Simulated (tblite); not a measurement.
Record of a relaxation.

Compound: C₄H₁₀B₂F₂Si.
Atom-mapped SMILES: `[BH2:1]/[C:2](=[CH:3]/[CH3:4])[CH2:5][SiH2:6][B:7]([F:8])[F:9]` (hydrogens: H10, H11 on B1; H12 on C3; H13, H14, H15 on C4; H16, H17 on C5; H18, H19 on Si6)

Computed with GFN2-xTB (tblite), gas phase: L-BFGS steps from a force-field or distance-geometry start until the largest atomic force falls under 0.01 eV/Å. 8 of its 133 geometries are shown.

Step 0: E = -744.0865 eV, largest atomic force 3.527 eV/Å
```
atom  x, y, z in Å  |  force x, y, z in eV/Å
B1     -0.767    2.004    0.480   -0.295  -0.450  -0.048
C2     -0.734    0.613   -0.258    0.061   0.943   0.670
C3     -1.796   -0.208   -0.162   -0.124  -0.071  -0.202
C4     -1.883   -1.547   -0.827   -0.429  -0.666   0.652
C5      0.538    0.219   -0.971   -0.621   0.391  -1.229
Si6     1.719   -0.691    0.155    0.440  -0.593   0.536
B7      2.394    0.505    1.530    0.788   1.894   2.106
F8      2.151    0.214    2.930    0.909   1.254  -3.169
F9      3.103    1.704    1.165   -1.569  -2.685   1.513
H10     0.156    2.726    0.451   -0.035  -0.080  -0.029
H11    -1.741    2.343    1.078    0.392  -0.183  -0.283
H12    -2.685    0.115    0.397    0.492  -0.102  -0.297
H13    -2.857   -2.032   -0.559    0.849   0.337  -0.368
H14    -1.060   -2.210   -0.455   -0.610   0.514  -0.505
H15    -1.821   -1.442   -1.919    0.071  -0.150   0.396
H16     1.052    1.127   -1.353   -0.347  -0.440   0.193
H17     0.321   -0.416   -1.854    0.012   0.321   0.373
H18     1.043   -1.834    0.792    0.029  -0.078  -0.128
H19     2.859   -1.182   -0.628   -0.015  -0.157  -0.184
```

Step 19: E = -744.8183 eV, largest atomic force 0.052 eV/Å
```
atom  x, y, z in Å  |  force x, y, z in eV/Å
B1     -0.756    1.986    0.489    0.002  -0.006   0.007
C2     -0.726    0.628   -0.233   -0.011   0.011  -0.032
C3     -1.789   -0.201   -0.175    0.007   0.013   0.007
C4     -1.886   -1.545   -0.816    0.002   0.025   0.004
C5      0.510    0.217   -0.987    0.015  -0.031   0.015
Si6     1.733   -0.693    0.172    0.036  -0.009   0.036
B7      2.391    0.545    1.573   -0.017   0.013  -0.010
F8      2.210    0.368    2.871   -0.019   0.003  -0.016
F9      3.073    1.648    1.322    0.011  -0.006   0.003
H10     0.171    2.702    0.453    0.000  -0.016   0.013
H11    -1.720    2.319    1.061    0.009   0.013   0.011
H12    -2.662    0.124    0.374   -0.001  -0.002  -0.001
H13    -2.831   -2.024   -0.574    0.017  -0.004  -0.008
H14    -1.067   -2.185   -0.489   -0.012   0.005  -0.017
H15    -1.812   -1.454   -1.901   -0.002  -0.008   0.007
H16     1.012    1.104   -1.377   -0.035  -0.006  -0.011
H17     0.264   -0.420   -1.835   -0.014  -0.005  -0.008
H18     1.068   -1.877    0.741   -0.015  -0.009   0.022
H19     2.808   -1.233   -0.677    0.026   0.019  -0.022
```

Step 38: E = -744.8280 eV, largest atomic force 0.087 eV/Å
```
atom  x, y, z in Å  |  force x, y, z in eV/Å
B1     -0.701    1.949    0.532   -0.012  -0.008  -0.007
C2     -0.732    0.614   -0.227   -0.002  -0.014  -0.051
C3     -1.812   -0.191   -0.186    0.026  -0.047   0.069
C4     -1.906   -1.532   -0.832   -0.013  -0.011  -0.027
C5      0.487    0.174   -0.992    0.035  -0.021  -0.026
Si6     1.760   -0.669    0.164    0.023  -0.003   0.025
B7      2.353    0.602    1.563    0.046  -0.028   0.007
F8      2.030    0.482    2.840   -0.017   0.047  -0.027
F9      3.153    1.632    1.352   -0.030  -0.010   0.015
H10     0.274    2.599    0.543   -0.004  -0.002   0.021
H11    -1.657    2.322    1.090   -0.008   0.035   0.027
H12    -2.688    0.134    0.358    0.004   0.037   0.016
H13    -2.833   -2.037   -0.577   -0.016   0.026   0.034
H14    -1.066   -2.160   -0.535   -0.013   0.001  -0.006
H15    -1.864   -1.426   -1.917   -0.004  -0.027  -0.048
H16     0.969    1.041   -1.446   -0.016   0.041   0.024
H17     0.214   -0.500   -1.802    0.025  -0.032  -0.031
H18     1.154   -1.874    0.759   -0.009   0.002  -0.031
H19     2.856   -1.151   -0.697   -0.017   0.014   0.015
```

Step 57: E = -744.8407 eV, largest atomic force 0.025 eV/Å
```
atom  x, y, z in Å  |  force x, y, z in eV/Å
B1     -0.642    1.888    0.573    0.002  -0.006   0.011
C2     -0.713    0.580   -0.233    0.008   0.005  -0.008
C3     -1.809   -0.203   -0.187   -0.002   0.004   0.000
C4     -1.960   -1.534   -0.846    0.001  -0.012   0.000
C5      0.500    0.146   -1.011    0.007  -0.003  -0.007
Si6     1.800   -0.640    0.157   -0.004  -0.022  -0.011
B7      2.311    0.662    1.558    0.000   0.005   0.010
F8      1.801    0.678    2.778   -0.008  -0.003  -0.010
F9      3.227    1.602    1.398   -0.007   0.004   0.005
H10     0.374    2.468    0.654   -0.004   0.011  -0.007
H11    -1.589    2.309    1.112   -0.005   0.000   0.001
H12    -2.666    0.145    0.372   -0.002   0.008   0.016
H13    -2.882   -2.019   -0.537   -0.009   0.003   0.006
H14    -1.120   -2.182   -0.600    0.014  -0.006  -0.003
H15    -1.980   -1.424   -1.931    0.002   0.013  -0.005
H16     0.952    1.021   -1.481   -0.004  -0.011  -0.005
H17     0.237   -0.551   -1.805    0.002   0.007   0.003
H18     1.220   -1.876    0.714    0.013   0.008  -0.002
H19     2.929   -1.060   -0.692   -0.007  -0.005   0.006
```

Step 75: E = -744.8419 eV, largest atomic force 0.021 eV/Å
```
atom  x, y, z in Å  |  force x, y, z in eV/Å
B1     -0.632    1.887    0.573   -0.001   0.006   0.000
C2     -0.700    0.577   -0.230    0.018  -0.001   0.010
C3     -1.796   -0.204   -0.175    0.000   0.011   0.004
C4     -1.961   -1.528   -0.843    0.000  -0.006   0.002
C5      0.506    0.140   -1.016    0.011  -0.002  -0.010
Si6     1.810   -0.647    0.149   -0.012  -0.009   0.002
B7      2.292    0.662    1.554   -0.001   0.004   0.005
F8      1.746    0.681    2.759   -0.001  -0.003  -0.003
F9      3.203    1.609    1.413    0.000   0.003   0.005
H10     0.371    2.493    0.636    0.000  -0.007  -0.013
H11    -1.581    2.292    1.122    0.003   0.008   0.011
H12    -2.643    0.143    0.401   -0.021   0.002   0.000
H13    -2.882   -2.010   -0.527   -0.004  -0.009   0.009
H14    -1.120   -2.181   -0.614    0.005  -0.013  -0.004
H15    -1.996   -1.406   -1.927    0.006   0.006  -0.005
H16     0.958    1.013   -1.491    0.002  -0.005  -0.005
H17     0.236   -0.558   -1.807    0.004   0.004  -0.003
H18     1.235   -1.883    0.710   -0.001  -0.002  -0.008
H19     2.942   -1.071   -0.694   -0.007   0.011   0.002
```

Step 94: E = -744.8433 eV, largest atomic force 0.022 eV/Å
```
atom  x, y, z in Å  |  force x, y, z in eV/Å
B1     -0.604    1.895    0.560   -0.002  -0.016  -0.006
C2     -0.686    0.576   -0.228    0.003  -0.016  -0.005
C3     -1.782   -0.205   -0.156   -0.008  -0.004  -0.003
C4     -1.960   -1.525   -0.829    0.003   0.001  -0.005
C5      0.510    0.134   -1.028    0.007   0.002  -0.004
Si6     1.813   -0.651    0.140   -0.012  -0.010  -0.008
B7      2.244    0.653    1.565    0.002   0.005   0.009
F8      1.654    0.673    2.748    0.000  -0.006  -0.009
F9      3.158    1.602    1.457    0.004   0.003   0.007
H10     0.384    2.526    0.548    0.003   0.008   0.004
H11    -1.525    2.279    1.169   -0.003   0.009  -0.001
H12    -2.622    0.143    0.428   -0.007   0.003   0.003
H13    -2.872   -2.014   -0.498    0.017   0.011   0.008
H14    -1.111   -2.179   -0.629   -0.006  -0.001   0.009
H15    -2.019   -1.392   -1.911   -0.002  -0.001  -0.004
H16     0.963    1.004   -1.506   -0.002   0.000  -0.002
H17     0.234   -0.563   -1.817   -0.002   0.006   0.014
H18     1.251   -1.905    0.675    0.006   0.007  -0.010
H19     2.962   -1.038   -0.696    0.001   0.000   0.003
```

Step 113: E = -744.8442 eV, largest atomic force 0.021 eV/Å
```
atom  x, y, z in Å  |  force x, y, z in eV/Å
B1     -0.591    1.905    0.542   -0.001  -0.009  -0.004
C2     -0.679    0.581   -0.238    0.009  -0.005  -0.007
C3     -1.775   -0.198   -0.151    0.003   0.004  -0.003
C4     -1.959   -1.527   -0.805   -0.002   0.002   0.002
C5      0.512    0.134   -1.044    0.003  -0.002  -0.002
Si6     1.826   -0.642    0.118   -0.018   0.011   0.004
B7      2.217    0.636    1.581   -0.008  -0.002  -0.005
F8      1.578    0.632    2.739    0.000  -0.001  -0.001
F9      3.141    1.580    1.534   -0.001  -0.006  -0.002
H10     0.391    2.544    0.507    0.010   0.004   0.002
H11    -1.501    2.284    1.169   -0.012   0.011  -0.004
H12    -2.613    0.159    0.431    0.004  -0.002   0.006
H13    -2.862   -2.014   -0.448   -0.002  -0.003   0.005
H14    -1.106   -2.175   -0.612    0.003   0.002  -0.002
H15    -2.043   -1.409   -1.887    0.007   0.002  -0.002
H16     0.957    1.000   -1.536   -0.002  -0.005   0.011
H17     0.229   -0.571   -1.824    0.002   0.003   0.010
H18     1.278   -1.914    0.623    0.006  -0.009   0.002
H19     2.993   -0.998   -0.706   -0.003   0.006  -0.011
```

Step 132: E = -744.8455 eV, largest atomic force 0.010 eV/Å
```
atom  x, y, z in Å  |  force x, y, z in eV/Å
B1     -0.577    1.932    0.503    0.001  -0.004  -0.001
C2     -0.672    0.593   -0.249    0.004  -0.001  -0.004
C3     -1.765   -0.186   -0.134    0.003   0.002   0.004
C4     -1.954   -1.529   -0.759    0.005   0.004   0.002
C5      0.511    0.134   -1.060    0.003  -0.004   0.003
Si6     1.842   -0.636    0.085    0.000   0.008   0.006
B7      2.164    0.592    1.607   -0.003   0.004  -0.002
F8      1.451    0.566    2.720   -0.004  -0.005   0.000
F9      3.106    1.517    1.651    0.000  -0.004  -0.009
H10     0.417    2.555    0.469   -0.001   0.001   0.004
H11    -1.492    2.342    1.103   -0.001   0.000  -0.001
H12    -2.596    0.178    0.454    0.001   0.005   0.000
H13    -2.841   -2.018   -0.367    0.004   0.001  -0.003
H14    -1.089   -2.166   -0.580    0.002  -0.001   0.000
H15    -2.070   -1.429   -1.840    0.001  -0.003   0.002
H16     0.954    0.995   -1.562   -0.009  -0.003   0.001
H17     0.218   -0.576   -1.832   -0.001   0.005   0.000
H18     1.355   -1.952    0.534   -0.006  -0.004  -0.004
H19     3.026   -0.902   -0.748    0.001   0.000   0.003
```

Question: Summarise the path.

Answer: The energy falls by 0.7591 eV from step 0 to step 132; nine tenths of that is first reached at step 4. It rises by more than 0.2 meV at step 45. The largest force goes from 3.527 to 0.010 eV/Å. Among the bonds B7–F8 changes most, from 1.450 to 1.323 Å; the atoms move by 0.307 Å rms after alignment.

The cost below is that of the whole relaxation. Time: 1.1 s. Hardware: one thread of an Arm Neoverse V1, no GPU, shared host with 32 logical CPUs at a one-minute load of 19.
